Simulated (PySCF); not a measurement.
A PySCF script (with the pyscf-properties extension) for the NMR shieldings of SMILES C(S[SiH2]C/C=C\[SiH3])[SiH3], C₄H₁₄SSi₃, on a GFN2-xTB geometry:

```python
import basis_set_exchange as bse
import numpy as np
from pyscf import gto, dft
from pyscf.prop import nmr

atoms = """
Si   -3.656909    0.693064    0.990480
C    -3.273620   -0.759967   -0.136519
C    -2.263357   -0.833426   -0.996683
C    -1.232307    0.211625   -1.198585
Si    0.320193   -0.264826   -0.216776
S     1.752735    1.285645   -0.550446
C     3.083159    0.784854    0.603703
Si    4.298201   -0.442529   -0.195442
H    -2.525822    0.969948    1.883631
H    -3.952431    1.899145    0.209749
H    -4.829079    0.343451    1.797171
H    -3.937066   -1.614265   -0.073203
H    -2.117272   -1.728316   -1.593170
H    -0.978874    0.292667   -2.256298
H    -1.596215    1.182509   -0.864883
H     0.062771   -0.335755    1.221088
H     0.868397   -1.544103   -0.672603
H     3.584346    1.712773    0.871162
H     2.610627    0.389512    1.499497
H     3.585760   -1.684608   -0.497874
H     5.353333   -0.694724    0.787273
H     4.833019    0.156710   -1.413690
"""
names = dict.fromkeys(["Si", "C", "S", "H"], "pcSseg-1")
basis = {el: gto.basis.parse(bse.get_basis(n, elements=[el], fmt="nwchem")) for el, n in names.items()}
mol = gto.M(atom=atoms, basis=basis, charge=0, verbose=0)
mf = dft.RKS(mol, xc="PBE0")
mf.grids.level = 2
mf.grids.alignment = dft.numint.BLKSIZE   # the property module wants whole blocks of grid points
mf.conv_tol = 1e-9
mf.kernel()

calc = nmr.RKS(mf)   # GIAO
C = mf.mo_coeff
Co = C[:, mf.mo_occ > 0]
resp = mf.gen_response(singlet=True, hermi=2)
def vind(x):   # induced exchange potential for any number of trial vectors
    d = np.einsum("pi,xij,qj->xpq", C, 2 * x.reshape(-1, C.shape[1], Co.shape[1]), Co, optimize=True)
    return np.einsum("xpq,pi,qj->xij", resp(d - d.transpose(0, 2, 1)), C, Co, optimize=True).ravel()
mo1, _ = nmr.rhf.solve_mo1(calc, with_cphf=vind)
sigma = calc.kernel(mo1)
for i, s in enumerate(sigma):   # ppm
    print("%2d %-2s %9.2f" % (i, mol.atom_pure_symbol(i), np.trace(s) / 3))
```

Problem. Give the expected output.

Solution. 
```
 0 Si    440.88
 1 C      64.09
 2 C      31.93
 3 C     163.45
 4 Si    376.32
 5 S     700.75
 6 C     178.38
 7 Si    423.03
 8 H      27.47
 9 H      27.45
10 H      27.74
11 H      25.93
12 H      24.82
13 H      29.63
14 H      29.55
15 H      27.16
16 H      26.82
17 H      29.71
18 H      30.12
19 H      27.72
20 H      27.62
21 H      27.86
```

These numbers come from an equivalent density-fitted implementation of the same equations, which agrees with the script to about 0.01 ppm for H and up to a few tenths of a ppm for heavy atoms, so last digits may differ.

Problem. Turn these shieldings into chemical shifts. Chemical shifts δ = σref − σ; 29Si (349.16 ppm) and 13C (186.93 ppm) and 1H (31.72 ppm) vs TMS; CS2 for 33S (503.73 ppm), all at this level.

Solution. Averaging equivalent atoms: Si 4: -27.2; Si 7: -73.9; Si 0: -91.7; C 2: 155.0; C 1: 122.8; C 3: 23.5; C 6: 8.5; S 5: -197; H 12: 6.89; H 11: 5.79; H 15/16: 4.73; H 8/9/10: 4.17; H 19/20/21: 3.98; H 13/14: 2.13; H 17/18: 1.81 ppm. 

Size and cost of the density-fitted run: 234 basis functions, 2.3 min wall time on 1 thread of an Intel Xeon, shared host; peak memory 1.1 GiB.
